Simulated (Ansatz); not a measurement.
The inner images of a band of CH5ClGaN + H2 (11 atoms, charge 0, multiplicity 1) are given out of order.

These are results of RKS PBE0/def2-SVP (Ansatz), not measurements.

Initial state:

```xyz
11
Properties=species:S:1:pos:R:3
Ga -0.334 0.429 0.359
Cl -2.091 -0.326 1.388
C -0.305 0.479 -1.586
N 0.940 0.990 1.506
H -0.304 -2.566 0.411
H 0.357 -2.757 0.082
H 0.664 0.830 -1.970
H -1.095 1.153 -1.949
H -0.507 -0.525 -1.987
H 0.836 0.931 2.512
H 1.839 1.363 1.233
```

Final state:

```xyz
11
Properties=species:S:1:pos:R:3
Ga 0.499 -0.205 0.100
Cl -2.405 -1.648 1.008
C -0.174 0.463 -1.613
N 1.088 0.922 1.391
H -1.196 -2.101 0.890
H 0.653 -1.740 0.461
H 0.504 0.166 -2.428
H -0.263 1.559 -1.616
H -1.164 0.031 -1.825
H 1.434 0.621 2.293
H 1.024 1.932 1.338
```

Put them in order from the first end to the last, with their energies above the first end.
A.
```xyz
11
Properties=species:S:1:pos:R:3
Ga -0.343 0.236 0.309
Cl -2.127 -0.595 1.256
C -0.336 0.431 -1.631
N 0.960 0.740 1.464
H -0.131 -2.206 0.565
H 0.596 -2.160 0.333
H 0.670 0.302 -2.056
H -0.695 1.437 -1.895
H -1.017 -0.303 -2.085
H 0.884 0.567 2.459
H 1.539 1.552 1.282
```
B.
```xyz
11
Properties=species:S:1:pos:R:3
Ga 0.437 -0.212 0.076
Cl -2.272 -1.358 1.166
C -0.191 0.430 -1.662
N 1.095 0.840 1.396
H -1.096 -1.887 0.949
H 0.554 -1.766 0.406
H 0.641 0.405 -2.385
H -0.581 1.457 -1.621
H -0.984 -0.232 -2.041
H 1.373 0.472 2.298
H 1.023 1.850 1.417
```
C.
```xyz
11
Properties=species:S:1:pos:R:3
Ga 0.173 -0.113 0.155
Cl -2.021 -1.089 1.140
C -0.252 0.381 -1.678
N 1.129 0.768 1.425
H -0.669 -1.726 0.792
H 0.359 -1.792 0.432
H 0.652 0.333 -2.302
H -0.651 1.405 -1.721
H -1.005 -0.305 -2.089
H 1.241 0.361 2.347
H 1.045 1.776 1.499
```
D.
```xyz
11
Properties=species:S:1:pos:R:3
Ga -0.374 0.367 0.348
Cl -2.128 -0.419 1.361
C -0.339 0.449 -1.597
N 0.888 0.933 1.506
H -0.145 -2.452 0.428
H 0.562 -2.480 0.143
H 0.691 0.449 -1.982
H -0.836 1.370 -1.936
H -0.883 -0.407 -2.020
H 0.785 0.859 2.510
H 1.778 1.333 1.239
```
E.
```xyz
11
Properties=species:S:1:pos:R:3
Ga -0.186 0.070 0.266
Cl -2.083 -0.749 1.151
C -0.285 0.383 -1.658
N 1.088 0.715 1.415
H -0.278 -1.953 0.684
H 0.457 -1.974 0.416
H 0.674 0.303 -2.190
H -0.663 1.410 -1.789
H -1.013 -0.305 -2.107
H 1.128 0.370 2.369
H 1.161 1.729 1.442
```

D (+0.01 eV), A (+0.10 eV), E (+0.43 eV), C (+1.32 eV), B (+1.04 eV).

The run took 3.1 min on 2 threads of Intel(R) Xeon(R) Platinum 8259CL CPU @ 2.50GHz (Skylake/Cascade Lake), with other jobs on the host, peak memory 0.31 GiB.
